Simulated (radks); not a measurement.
Results of a calculation; reference values are marked as such.
Problem. Ionisation of Bi, [Hg] 6p3, to Bi+, [Hg] 6p2, under several functionals. Scalar-relativistic Kohn-Sham, spin-polarised, spherical densities, point nucleus; open shells are filled with parallel spins first (spin-orbit coupling, left out, can overturn this in heavy ions); a radial shooting solver on a logarithmic mesh with Libxc functionals. Known Delta-SCF values: SOGGA 8.490 eV; AM05 8.519 eV; Wu-Cohen GGA 8.566 eV. What does LDA (Slater exchange, VWN5 correlation) give, and what is its highest occupied eigenvalue?

Solution. 8.651 eV by Delta-SCF; the 6p eigenvalue is -5.271 eV. NIST: 7.286 eV (measured).
